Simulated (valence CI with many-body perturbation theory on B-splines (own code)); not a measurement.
## I21+: calculated level list

Computed by relativistic CI+MBPT: four valence electrons over a frozen Dirac-Fock core [Ar] 3d10, a basis of 11 s, 11 p, 10 d, 8 f, 5 g, 2 h functions for each j, with the one-electron correlation potential Σ1, the two-electron term Σ2, the three-electron term Σ3, Breit, model QED; selected CI, second order for the rest, scaled by the run's own slope (own B-spline code, finite nucleus).

No measured levels were compared; by estimate levels hold to about 250 cm⁻¹ or 0.2 % of their energy and the worst to 1 %, as in measured heavy ions of charge 2 to 7; those with d or f electrons hold less well. Among the levels kept, up to 460 cm⁻¹ of a level comes from second order outside the variational space, and about a tenth of that is noise between levels of different J, which matters for small intervals.

Levels 136 to 180 of 186, with energies above the lowest level, 4s2 4p2 3P_0. "Leading %" is the weight of the configuration and term that name the level; weights of strongly mixed levels are sums over their largest components and can fall short. Lifetimes count E1, E2, E3, M1 and M2 decay at the calculated energies, and are blank where another channel may lead or the interval is too uncertain; long ones can be off by a factor of two.

```csv
No.,Configuration,Term,J,E (eV),Leading %,Lifetime,Second component
136,4p3 4d,3D°,2,236.78,29,7.27 ps,28 % 4p3 4d 3F°
137,4p3 4d,3S°,1,236.99,44,4.69 ps,25 % 4p3 4d 1P°
138,4p3 4d,3F°,3,237.87,46,7.46 ps,14 % 4p3 4d 1F°
139,4s 4p 4d2,5G°,4,238.07,43,29.4 ps,21 % 4s 4p2 4f 5G°
140,4p3 4d,1F°,3,238.36,43,8.76 ps,25 % 4p3 4d 3D°
141,4s 4p 4d2,5G°,4,240.16,28,9.70 ps,18 % 4s 4p2 4f 5D°
142,4s 4p 4d2,5G°,3,240.28,17,6.20 ps,12 % 4s 4p2 4f 5F°
143,4s 4p2 4f,5G°,2,240.43,23,4.63 ps,18 % 4s 4p 4d2 5G°
144,4p3 4d,3D°,2,241.21,18,3.96 ps,16 % 4p3 4d 1D°
145,4s 4p2 4f,3G°,3,242.22,18,11.5 ps,8 % 4s 4p2 4f 5G°
146,4s 4p 4d2,5D°,0,242.43,92,6.19 ps,
147,4s 4p 4d2,5D°,1,242.45,42,5.24 ps,7 % 4p3 4d 1P°
148,4s 4p 4d2,5D°,1,242.52,16,3.67 ps,15 % 4p3 4d 3D°
149,4s 4p 4d2,5G°,5,242.70,60,24.0 ps,14 % 4s 4p2 4f 5G°
150,4s 4p 4d2,5D°,2,242.83,31,5.60 ps,20 % 4s 4p2 4f 5G°
151,4p3 4d,3F°,4,244.52,27,22.6 ps,20 % 4s 4p 4d2 3H°
152,4s 4p 4d2,5F°,1,244.82,45,3.69 ps,22 % 4s 4p 4d2 5P°
153,4s 4p 4d2,5D°,3,245.45,19,5.71 ps,16 % 4s 4p2 4f 3G°
154,4p3 4d,3F°,4,245.74,17,14.1 ps,11 % 4s 4p 4d2 3H°
155,4s 4p 4d2,5P°,1,245.82,36,4.30 ps,22 % 4s 4p 4d2 5D°
156,4s 4p 4d2,5D°,2,246.12,26,4.03 ps,24 % 4s 4p 4d2 5F°
157,4s 4p 4d2,3H°,4,246.56,26,10.1 ps,15 % 4s 4p 4d2 5D°
158,4p3 4d,3P°,2,246.78,38,12.8 ps,15 % 4p3 4d 1D°
159,4p3 4d,3P°,0,246.84,72,3.11 ps,11 % 4s 4p 4d2 3P°
160,4s 4p 4d2,3F°,2,247.10,35,6.13 ps,10 % 4s 4p 4d2 5F°
161,4s 4p 4d2,3H°,5,247.13,28,27.9 ps,19 % 4s 4p 4d2 3G°
162,4p3 4d,3P°,1,247.82,24,3.86 ps,11 % 4p3 4d 3S°
163,4s 4p 4d2,5D°,3,248.01,23,4.67 ps,15 % 4s 4p 4d2 5F°
164,4s 4p 4d2,5G°,6,248.66,40,162 ps,38 % 4s 4p2 4f 5G°
165,4s 4p2 4f,3D°,2,249.31,18,4.37 ps,16 % 4p3 4d 1D°
166,4s 4p2 4f,5G°,3,249.34,15,5.29 ps,10 % 4p3 4d 1F°
167,4s 4p2 4f,5G°,5,249.53,36,6.07 ps,24 % 4s 4p2 4f 5F°
168,4s 4p 4d2,5D°,3,249.55,16,7.00 ps,15 % 4s 4p 4d2 3F°
169,4s 4p2 4f,5G°,4,250.01,39,5.64 ps,7 % 4s 4p 4d2 3F°
170,4s 4p 4d2,5P°,2,250.04,44,3.98 ps,20 % 4s 4p 4d2 5D°
171,4s 4p 4d2,3D°,1,250.11,40,6.12 ps,16 % 4s 4p2 4f 5F°
172,4p3 4d,1F°,3,250.35,18,5.89 ps,14 % 4s 4p 4d2 3G°
173,4s 4p 4d2,5F°,4,250.75,18,4.10 ps,15 % 4s 4p2 4f 5D°
174,4s 4p2 4f,5F°,2,251.02,29,5.10 ps,17 % 4s 4p2 4f 5D°
175,4s 4p2 4f,5F°,1,251.11,41,4.13 ps,19 % 4s 4p2 4f 5D°
176,4s 4p 4d2,5F°,3,251.19,17,3.42 ps,12 % 4s 4p2 4f 5D°
177,4p3 4d,1F°,3,252.02,13,7.90 ps,10 % 4s 4p 4d2 3G°
178,4s 4p 4d2,3D°,2,252.30,10,4.30 ps,8 % 4p3 4d 3D°
179,4s 4p2 4f,5D°,0,252.34,52,6.49 ps,32 % 4s 4p 4d2 5D°
180,4s 4p2 4f,5D°,1,252.82,30,5.75 ps,26 % 4s 4p2 4f 5F°
```

Names give the largest LS component (configuration and term), which can be under half, so a name can repeat, a term be missing and a line seem to break the LS rules; names also repeat where a configuration has a term twice.

Where two levels of one J and parity lie close, their mixing, g and order are uncertain.
